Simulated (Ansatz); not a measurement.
Born–Oppenheimer molecular dynamics of Cl3H2NSi (7 atoms, charge 0, multiplicity 1). It starts from a relaxed structure.

Theory: RKS r2SCANh/STO-3G (Ansatz).

```
ensemble        : NVT, Nosé–Hoover chain
time step       : 1 fs
steps asked     : 250
set temperature : 700 K
thermostat      : time constant 100 fs, chain length 3 (defaults)
seed            : 538519
```

First frame:

```xyz
7
Properties=species:S:1:pos:R:3
Si 0.008 -0.015 0.064
N 0.071 -0.132 1.749
H -0.775 -0.360 2.291
H 0.733 0.445 2.289
Cl 1.974 0.006 -0.646
Cl -0.933 1.710 -0.705
Cl -1.075 -1.655 -0.650
```

Task: How far do the bonds stretch over the last three quarters of this one trajectory? (Pairs bonded in most of those frames.)

Result: 
```csv
bond,mean (Å),spread (Å),shortest,longest
Si1–N2,1.711,0.045,1.61,1.78
Si1–Cl5,2.093,0.015,2.07,2.13
Si1–Cl6,2.116,0.084,1.98,2.28
Si1–Cl7,2.120,0.085,1.96,2.24
N2–H3,1.041,0.034,0.97,1.12
N2–H4,1.042,0.035,0.98,1.11
```

Mean temperature of the second half: 644 K. The conserved energy stayed within 2.6 meV per atom of its start (net change 1.9 meV per atom), so the integration is sound. A run of 0.25 ps of so small a system gives no equilibrium averages. Limits of this set-up: minimal basis.

Run time: 17 min on 1 thread of Intel(R) Xeon(R) Platinum 8259CL CPU @ 2.50GHz (Skylake/Cascade Lake), with other jobs on the host, peak memory 0.15 GiB.
